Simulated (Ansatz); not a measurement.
Two members of one family (Series GeH2X2), computed with Ansatz in the gas phase. The two geometries come from different levels. Binding counts from free atoms in the multiplicity of their measured ground term, without zero-point energy. A dash marks a value that wasn't run or was left out as unsound. The structures are stationary points that may keep the symmetry of their start.

First: Ge(OH)2H2 (singlet, charge 0, r2SCAN-D4/def2-TZVP geometry).

```xyz
7

Ge    0.086    0.368    0.320
O     1.237   -0.320   -0.850
H     1.524   -1.205   -0.605
O    -1.552    0.334   -0.366
H    -1.844   -0.559   -0.581
H     0.396    1.852    0.471
H     0.153   -0.470    1.612
```

```json
{"level": "PBE-D4/def2-SVP", "HOMO (eV)": "-6.67", "LUMO (eV)": "-0.07", "gap (eV)": "6.60", "vertical IE (eV)": "–", "binding per atom (eV)": "3.37"}
{"level": "PBE-D4/def2-TZVP", "HOMO (eV)": "-6.98", "LUMO (eV)": "-0.56", "gap (eV)": "6.42", "vertical IE (eV)": "10.48", "binding per atom (eV)": "3.38"}
{"level": "PBE0-D4/def2-SVP", "HOMO (eV)": "-8.42", "LUMO (eV)": "0.88", "gap (eV)": "9.30", "vertical IE (eV)": "–", "binding per atom (eV)": "3.27"}
{"level": "PBE0-D4/def2-TZVP", "HOMO (eV)": "-8.65", "LUMO (eV)": "0.33", "gap (eV)": "8.98", "vertical IE (eV)": "10.97", "binding per atom (eV)": "3.30"}
{"level": "LC-ωPBE/def2-TZVP", "HOMO (eV)": "-11.48", "LUMO (eV)": "2.52", "gap (eV)": "13.99", "vertical IE (eV)": "–", "binding per atom (eV)": "3.33"}
```

Second: Ge(CCH)2H2 (singlet, charge 0, PBE0-D4/def2-SVP geometry).

```xyz
9

Ge   -0.5744    0.6355    0.5060
C    -0.8241    0.1239   -1.3061
C    -0.9850   -0.1988   -2.4666
H    -1.1280   -0.4845   -3.4942
C     0.9520   -0.2641    1.1911
C     1.9247   -0.8405    1.6388
H     2.7854   -1.3509    2.0338
H    -1.8074    0.2301    1.3212
H    -0.3433    2.1494    0.5759
```

Problem. Estimate the same table for the second.

Solution. 
```tsv
level	HOMO (eV)	LUMO (eV)	gap (eV)	vertical IE (eV)	binding per atom (eV)
PBE-D4/def2-SVP	-6.82	-1.00	5.82	–	4.39
PBE-D4/def2-TZVP	-6.93	-1.16	5.77	9.64	4.37
PBE0-D4/def2-SVP	-8.06	-0.07	7.99	–	4.30
PBE0-D4/def2-TZVP	-8.13	-0.22	7.91	10.02	4.27
LC-ωPBE/def2-TZVP	-10.89	2.05	12.94	–	4.23
```
